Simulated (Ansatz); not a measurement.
Ansatz (an electronic-structure program) input for Au(Me)2(acac) (C₇H₁₃AuO₂), SMILES CC1=CC(C)=[O]->[Au]([CH3])([CH3])[O]1, multiplicity 1, CAM-B3LYP/def2-SVPD. The structure is a stationary point at B3LYP-D3(BJ)/def2-SVP. The spin state was assumed, not searched. The isomer is the one that the SMILES or the coordinates give; other isomers of the formula were not compared. The def2 effective core potentials stand for the cores of Au; spin–orbit coupling is left out. Other conformers were not sampled.

Ansatz 0.2 input:
```yaml
crystal:
  periodic: [false, false, false]
  atoms:
    - {symbol: Au, position_ang: [0.00000000, -0.00000000, 0.81101860]}
    - {symbol: C, position_ang: [0.00000000, -1.42477040, 2.27427542]}
    - {symbol: H, position_ang: [-0.89781764, -1.32883463, 2.90038175]}
    - {symbol: H, position_ang: [0.89781763, -1.32883462, 2.90038175]}
    - {symbol: H, position_ang: [-0.00000000, -2.38789884, 1.74456153]}
    - {symbol: C, position_ang: [0.00000000, 1.42477039, 2.27427543]}
    - {symbol: H, position_ang: [0.89781763, 1.32883463, 2.90038175]}
    - {symbol: H, position_ang: [-0.89781764, 1.32883462, 2.90038176]}
    - {symbol: H, position_ang: [-0.00000000, 2.38789884, 1.74456153]}
    - {symbol: C, position_ang: [-0.00000000, 2.50405148, -2.83076758]}
    - {symbol: C, position_ang: [0.00000000, 1.26249290, -1.96804957]}
    - {symbol: C, position_ang: [0.00000000, 0.00000000, -2.59419760]}
    - {symbol: C, position_ang: [-0.00000000, -1.26249290, -1.96804958]}
    - {symbol: C, position_ang: [-0.00000000, -2.50405147, -2.83076758]}
    - {symbol: O, position_ang: [-0.00000000, -1.49365822, -0.71723498]}
    - {symbol: O, position_ang: [-0.00000000, 1.49365822, -0.71723497]}
    - {symbol: H, position_ang: [0.00000000, 2.27964939, -3.90516889]}
    - {symbol: H, position_ang: [-0.88439269, 3.11238334, -2.58295117]}
    - {symbol: H, position_ang: [0.88439269, 3.11238334, -2.58295116]}
    - {symbol: H, position_ang: [-0.00000000, 0.00000000, -3.68353094]}
    - {symbol: H, position_ang: [-0.00000000, -2.27964939, -3.90516890]}
    - {symbol: H, position_ang: [0.88439269, -3.11238334, -2.58295117]}
    - {symbol: H, position_ang: [-0.88439269, -3.11238334, -2.58295117]}
basis:
  gaussian:
    orbitals: def2-SVPD
hamiltonian:
  xc: {name: CAM-B3LYP}
```

Log of the run:

```
WARN ansatz: RAYON_NUM_THREADS=2 ignored (pool sized by the plan → 2); use --threads N
Functional definition: CAM-B3LYP
integrals: 0.62 GiB planned
2759 factors; their error is unknown
integrals: 0.64 GiB planned
1026 factors; integrals over basis functions are off by at most 6.1e-6 eV
mean field: 3.46 GiB planned
mean field evaluation 1: about -15232.1247 eV, gradient 7.6e1 eV
mean field evaluation 2: about -15230.6938 eV, gradient 8.4e1 eV
mean field evaluation 4: about -15243.9360 eV, gradient 3.5e0 eV
mean field evaluation 8: about -15243.9562 eV, gradient 3.4e-1 eV
mean field evaluation 16: about -15243.9378 eV, gradient 4.1e-4 eV
mean field -15243.93776808 eV, -560.2043802650 hartree, gradient 4.4e-5 eV, S^2 0.000000; 0 other end points of the search recorded, 0 dependent functions left out
reference -15243.93796274 eV, -560.2043874186 hartree; 45, 45 occupied and 280, 280 virtual orbitals, 2759 factors
Total energy: -15243.93796274 eV, -560.2043874186 hartree
```

The run converged.
